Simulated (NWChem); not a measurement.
All runs are NWChem calculations. System: F2Ge, charge 0, spin multiplicity 1, at a geometry optimised with PBE0/def2-SVP. The structure started from a generated list of species. Level: B2PLYP/def2-SVP, 11 core orbitals frozen.

Job file:

```
start mol
memory heap 200 mb stack 900 mb global 1100 mb
geometry units angstroms nocenter noautoz
  Ge     0.000000     0.000000    -0.415964
  F      1.310517     0.000000     0.739491
  F     -1.310517     0.000000     0.739491
  symmetry group C2v
end
basis spherical
  * library def2-svp
end
dft
  xc hfexch 0.53 becke88 0.47 lyp 0.73 mp2 0.27
  dftmp2
  semidirect memsize 60000000 filesize 0
  iterations 100
end
mp2
  freeze core 11
end
task dft energy
```

Part of the output:

```
             Northwest Computational Chemistry Package (NWChem) 7.3.0
             --------------------------------------------------------

                                NWChem Input Module
                                -------------------

 Scaling coordinates for geometry "geometry" by  1.889725989
 (inverse scale =  0.529177249)

 Turning off AUTOSYM since
 SYMMETRY directive was detected!

                             Geometry "geometry" -> ""
                             -------------------------

 Output coordinates in angstroms (scale by  1.889725989 to convert to a.u.)

  No.       Tag          Charge          X              Y              Z
 ---- ---------------- ---------- -------------- -------------- --------------
    1 Ge                  32.0000     0.00000000     0.00000000    -0.41596400
    2 F                    9.0000     1.31051700     0.00000000     0.73949100
    3 F                    9.0000    -1.31051700     0.00000000     0.73949100

 Effective nuclear repulsion energy (a.u.)     190.8126954100

            Nuclear Dipole moment (a.u.)
            ----------------------------
        X                 Y               Z
 ---------------- ---------------- ----------------
     0.0000000000     0.0000000000    -0.0000188973

      Symmetry information
      --------------------

 Group name             C2v
 Group number             16
 Group order               4
 No. of unique centers     2

      Symmetry unique atoms

     1    2


 Summary of "ao basis" -> "" (spherical)
 ------------------------------------------------------------------------------
       Tag                 Description            Shells   Functions and Types
 ---------------- ------------------------------  ------  ---------------------
 *                          def2-svp                  on all atoms

  dft_input: which_mp2 not specified, using semidirect MP2 by default.

                                 NWChem DFT Module
                                 -----------------

 Summary of "ao basis" -> "ao basis" (spherical)
 ------------------------------------------------------------------------------
[...]
         119.652349524454           0.000000000000           0.000000000000
           0.000000000000         352.692103117600           0.000000000000
           0.000000000000           0.000000000000         233.039753593146

     Multipole analysis of the density
     ---------------------------------

     L   x y z        total         alpha         beta         nuclear
     -   - - -        -----         -----         ----         -------
     0   0 0 0     -0.000000    -25.000000    -25.000000     50.000000

     1   1 0 0     -0.000000     -0.000000     -0.000000      0.000000
     1   0 1 0     -0.000000     -0.000000     -0.000000      0.000000
     1   0 0 1     -1.018425     -0.509203     -0.509203     -0.000019

     2   2 0 0    -22.676448    -66.536498    -66.536498    110.396548
     2   1 1 0      0.000000      0.000000      0.000000      0.000000
     2   1 0 1      0.000000      0.000000      0.000000      0.000000
     2   0 2 0    -17.049972     -8.524986     -8.524986      0.000000
     2   0 1 1      0.000000      0.000000      0.000000      0.000000
     2   0 0 2    -20.786753    -37.855001    -37.855001     54.923249

                   NWChem MP2 Semi-direct Energy/Gradient Module
                   ---------------------------------------------

  Basis functions       =     60
  Molecular orbitals    =     60
  Frozen core           =     11
  Frozen virtuals       =      0
  Active alpha occupied =     14
  Active beta occupied  =     14
  Active alpha virtual  =     35
  Active beta virtual   =     35
  Use MO symmetry       = T
  Use skeleton AO sym   = T

  AO/Fock/Back tols     =   1.0D-09  1.0D-09  1.0D-09

 GA uses MA = F    GA memory limited = T

 Available:
  local mem=  4.43D+07
 global mem=  1.44D+08
 local disk=  0.00D+00
  mp2_memr nvloc                    35
  nvloc new                    35
   1 passes of  14:        3145728                      19839                   3006695.
   1 passes of  14: M     44322890           G      144172000           F      41177162.

 Semi-direct pass number   1 of   1  for RHF alpha+beta  at        0.7s
  vrange nnbf                  1801
  mp2_eaftype                    11  avail_ma_in_mb                   386
 EAF : mp2_eaftype filesize          11    1503347.
  mp2_eaf for mointskh                     11
Node 0 wrote      7.1 Mb in      0.0 s     Agg I/O rate:  1661.4 Mb/s
 Done moints_semi at        1.4s
  mp2_eaftype                    11  avail_ma_in_mb                   386
 EAF : mp2_eaftype filesize          11    1503347.
  mp2_eaf for kh                    11
 Done maket at        1.4s
 Done multipass loop at        1.4s

          -------------------------------------------
          DFT energy                   -2275.635132141728
          Unscaled MP2 energy             -0.705566437794
          Total DFT+MP2 energy         -2275.825635079932
          -------------------------------------------

 -----------------------
 Performance information
 -----------------------

 Timer overhead =  9.90D-08 seconds/call

               Nr. of calls         CPU time (s)                 Wall time (s)                GFlops
             ---------------    -------------------     ------------------------------   -------------------
Name         Min   Avg   Max    Min     Avg     Max     Min     Avg     Max   Mx/calls   Min     Max     Sum
mp2: moin     1     1     1   0.68    0.68    0.68     0.68    0.68    0.68    0.68      0.0     0.0     0.0
mp2: make     1     1     1   2.81E-2 2.81E-2 2.81E-2  2.81E-2 2.81E-2 2.81E-2 2.81E-2   0.0     0.0     0.0
mp2: tota     1     1     1   0.72    0.72    0.72     0.72    0.72    0.72    0.72      0.0     0.0     0.0

 The average no. of pstat calls per process was 3.00D+00
 with a timing overhead of 2.97D-07s

 Task  times  cpu:        1.4s     wall:        1.4s

 Total times  cpu:        1.4s     wall:        1.4s
```
